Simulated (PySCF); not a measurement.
## SbH₂ to SbH₅: adding ligands

Level: PBE0 in the def2-TZVP basis family, computed in PySCF with density fitting; scalar-relativistic core potentials for atoms from Rb on, none lighter, no spin–orbit coupling; open shells unrestricted.

Each entry is the lowest minimum that a search over a few typed start shapes (and spin states, where more than one is plausible) found, or that minimum re-optimised at the stated level; isomers with ligand–ligand bonds, or fragments after loss of a ligand pair, can lie lower.

```tsv
molecule	2S+1	point group	mean bond to Sb (Å)	lowest ω (cm⁻¹)	gap (eV)	polar-tensor charge of Sb	highest ω (cm⁻¹)
SbH₂	2	C2v	1.712	845	–	0.36	1961
SbH₃	1	C3v	1.708	804	7.40	0.59	1976
SbH₄	2	C2v	1.763	496	–	0.79	2026
SbH₅	?	?	?	?	?	?	?
```

Task: Fill in the row of SbH₅.

Result: 2S+1: 1; point group: D3h; mean bond to Sb (Å): 1.734; lowest ω (cm⁻¹): 442; gap (eV): 5.68; polar-tensor charge of Sb: 1.55; highest ω (cm⁻¹): 1954.

Left out of the table are members whose search was unfinished or whose lowest solution was spin-contaminated, unstable, very soft or bonded differently.
